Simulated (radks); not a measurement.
Task: The arsenic ion As3+, [Ar] 3d10 4s2. Calculated with a radial shooting solver on a logarithmic mesh with Libxc functionals: non-relativistic Kohn-Sham, exchange-only LDA, spin-polarised, spherical densities, point nucleus. Every spin shell is full or empty, so the densities are truly spherical. Functionals are evaluated on that one density, not self-consistently. Rank these exchange functionals by their error against the exact value of the orbitals, and give that value: LDA, B88, PBE, PBEsol, RPBE, PW91, PW86, OPTX, WC, AM05, B86b, EV93, APBE, r2SCAN.

Result: Exact: -80.3662 hartree. From best to worst, with 100 (|E| - |E exact|)/|E exact| (equal figures are ties): RPBE +0.03, r2SCAN +0.08, PW91 +0.18, B88 +0.23, B86b +0.24, PBE -0.25, PW86 +0.26, EV93 +0.28, APBE +0.62, WC -0.86, OPTX +0.96, PBEsol -2.45, AM05 -5.12, LDA -5.62.
